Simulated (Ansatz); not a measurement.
Geometry optimisation, RKS BLYP-D4/def2-SVP in Ansatz.

The input (input.yaml):

```yaml
crystal:
  periodic: [false, false, false]
  atoms:
    - { symbol: Ga, position_ang: [0.0, 0.0, 0.0] }
    - { symbol: Cl, position_ang: [0.0, 0.0, 2.24] }
    - { symbol: "N", position_ang: [1.6714, 0.0, -0.965] }
    - { symbol: H, position_ang: [2.138, -0.9179, -1.2168] }
    - { symbol: H, position_ang: [2.1227, 0.9179, -1.2432] }
    - { symbol: H, position_ang: [-1.3596, 0.0, -0.785] }
basis:
  gaussian: { orbitals: def2-SVP }
hamiltonian:
  xc: blyp
  dispersion: d4
relax:
  f_tol: 0.02
  max_steps: 40
output:
  orbitals: {}
```

Run as:

```bash
$ ansatz run input.yaml --threads 1 --pin off --max-ram 2048MiB --backend cpu --events-out ev --progress --plain --runs-dir out
```

Q: Where does it end, and by what steps?

A: It converged. After 15 steps the energy has fallen by 0.695 eV; H4 moved furthest, 1.08 Å.

```json
{"step": "0", "energy less start (eV)": "0.0000", "largest force component (eV/Å)": "1.587", "accepted": "yes"}
{"step": "1", "energy less start (eV)": "-0.1865", "largest force component (eV/Å)": "1.528", "accepted": "yes"}
{"step": "2", "energy less start (eV)": "-0.1462", "largest force component (eV/Å)": "2.750", "accepted": "no"}
{"step": "3", "energy less start (eV)": "-0.3033", "largest force component (eV/Å)": "0.762", "accepted": "yes"}
{"step": "4", "energy less start (eV)": "-0.3310", "largest force component (eV/Å)": "0.237", "accepted": "yes"}
{"step": "5", "energy less start (eV)": "-0.3632", "largest force component (eV/Å)": "0.439", "accepted": "yes"}
{"step": "6", "energy less start (eV)": "-0.4018", "largest force component (eV/Å)": "1.058", "accepted": "yes"}
{"step": "7", "energy less start (eV)": "-0.4854", "largest force component (eV/Å)": "1.098", "accepted": "yes"}
{"step": "8", "energy less start (eV)": "-0.5641", "largest force component (eV/Å)": "0.715", "accepted": "yes"}
{"step": "9", "energy less start (eV)": "-0.6493", "largest force component (eV/Å)": "0.382", "accepted": "yes"}
{"step": "10", "energy less start (eV)": "-0.6870", "largest force component (eV/Å)": "0.497", "accepted": "yes"}
{"step": "11", "energy less start (eV)": "-0.6848", "largest force component (eV/Å)": "0.430", "accepted": "no"}
{"step": "12", "energy less start (eV)": "-0.6915", "largest force component (eV/Å)": "0.329", "accepted": "yes"}
{"step": "13", "energy less start (eV)": "-0.6932", "largest force component (eV/Å)": "0.055", "accepted": "yes"}
{"step": "14", "energy less start (eV)": "-0.6947", "largest force component (eV/Å)": "0.041", "accepted": "yes"}
{"step": "15", "energy less start (eV)": "-0.6950", "largest force component (eV/Å)": "0.020", "accepted": "yes"}
```

```xyz
6
Properties=species:S:1:pos:R:3
Ga -0.006 0.045 -0.066
Cl 0.079 -0.599 2.022
N 1.613 0.034 -0.899
H 2.477 -0.252 -0.433
H 1.766 0.303 -1.873
H -1.357 0.469 -0.721
```

Whether the end is a true minimum wasn't checked by a vibrational analysis.

Time of the run: 42 s on 1 thread of Arm Neoverse V1, on a shared host, peak memory 0.14 GiB.
